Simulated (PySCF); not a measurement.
V²⁺ (vanadium, charge +2) across methods

[Ar] 3d2 4s1, high-spin 4F determinant (an excited configuration). All numbers are calculated (PySCF 2.14, the non-relativistic Hamiltonian (point nucleus), in aug-cc-pVDZ).

```csv
method,E (hartree),mean ε 3p β (eV),mean ε 3d α (eV),mean ε 4s α (eV),Σ⟨r²⟩ (bohr²),⟨S²⟩
PBE,-942.639,-65.830,-28.927,-20.440,21.84,3.750
r2SCAN,-942.855,-66.780,-29.602,-20.618,21.84,3.751
MN15,-942.875,-70.185,-31.605,-21.457,22.04,3.750
PBE0,-942.689,-68.657,-31.320,-21.207,21.86,3.751
BP86,-942.988,-65.984,-29.025,-20.626,21.78,3.750
LDA,-940.693,-65.884,-28.846,-20.708,21.78,3.750
HSE06,-942.710,-68.240,-30.873,-20.905,21.85,3.751
UHF,-941.97533,-75.672,-37.750,-23.061,22.18,3.752
TPSSh,-942.911,-67.205,-30.136,-20.597,21.86,3.751
```
